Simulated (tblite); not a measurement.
Species: C₃H₁₀NSi₃ (doublet state).
Cartesian coordinates in Å at the GFN2-xTB level; atoms count from 1:
```
atom  x, y, z in Å
C1    -2.6425    0.8084   -0.5357
Si2   -1.1557    0.6364    0.6240
C3    -0.0755   -0.8263    0.0265
C4     0.3674   -0.5648   -1.2930
N5     0.7567   -0.3219   -2.3453
Si6    1.4623   -1.2215    1.1259
Si7    2.9980    0.4219    0.8216
H8    -2.3163    0.9589   -1.5617
H9    -3.2676   -0.0809   -0.5168
H10   -3.2648    1.6538   -0.2579
H11   -1.5832    0.3245    1.9935
H12   -0.3401    1.8560    0.6201
H13   -0.6981   -1.7246    0.0003
H14    0.8438   -1.5561    2.4276
H15    1.9969   -2.5054    0.6342
H16    4.2875    0.3162    1.5109
H17    2.6240    1.8375    0.8757
```

Computed with GFN2-xTB (tblite): harmonic, unscaled wavenumbers at the GFN2-xTB geometry, gas phase. Errors from tens to a few hundred cm⁻¹ against measured bands are possible. Modes of hydrogen on silicon can be 10 to 20 % off. One conformer, not necessarily the lowest. Open shells enter through the occupations alone, without spin polarisation, and single modes of such species can be off by tens of per cent.

Harmonic wavenumbers (cm⁻¹): 33.1, 41.9, 83.5, 99.9, 109.8, 129.7, 138.4, 178.2, 219.6, 362.9, 383.6, 420.9, 425.9, 453.8, 483.5, 515.0, 560.0, 580.4, 615.6, 683.8, 709.1, 757.1, 776.5, 799.1, 809.6, 827.9, 838.0, 847.4, 1030.8, 1050.3, 1162.0, 1373.1, 1480.1, 1483.6, 2094.8, 2151.9, 2220.3, 2221.3, 2230.9, 2243.2, 2369.3, 2925.9, 3026.8, 3032.6, 3042.3.

A = 2059, B = 861.9, C = 769.5 MHz; mass 144.012 u (most abundant isotopes); point group C1, symmetry number 1; spin multiplicity 2.

Q: Zero-point energy?

A: ½Σν̃ = 24012 cm⁻¹ = 287.24 kJ/mol.

Q: Entropy at 273.15 K, 1 bar (ideal gas, RRHO, classical rotation)?

A: Translation 169.02, rotation 123.77, vibration 158.84, spin (R ln 2) 5.76: S = 457.4 J/(mol K).

Q: And Cp and H(273.15 K) − H(0)?

A: Cp = 180.56 J/(mol K), of which vibrations give 147.30 (their classical limit is 45 R = 374.2); H(273.15 K) − H(0) = 30.85 kJ/mol without the zero-point energy, 21.76 from vibrations.

Q: Which modes carry the vibrational entropy at 273.15 K?

A: 33.1 cm⁻¹: 22.85; 41.9 cm⁻¹: 20.89; 83.5 cm⁻¹: 15.21; 99.9 cm⁻¹: 13.75; 109.8 cm⁻¹: 12.98; 129.7 cm⁻¹: 11.64 J/(mol K); the other 39 give 61.51 together.

Q: Blend soft modes into free rotors: weight 1/[1 + (100 cm⁻¹/ν̃)⁴] for the oscillator and the rest for a rotor with moment μB/(μ + B), μ = h/(8π²ν), B = 10⁻⁴⁴ kg m². What vibrational entropy results?

A: 142.57 J/(mol K) in place of 158.84, which changes −T·S at 273.15 K by +4.44 kJ/mol.

Q: What must be added to the electronic energy to get the Gibbs energy at 273.15 K and 1 bar?

A: ZPE + [H(273.15 K) − H(0)] − T·S = 287.24 + 30.85 − 124.94 = 193.15 kJ/mol.

Hindered rotation and anharmonicity are outside this model. Other conformers, if any are populated, would add a mixing term that is left out. The structure is chiral; the term R ln 2 for an equal mix with its mirror image is left out.
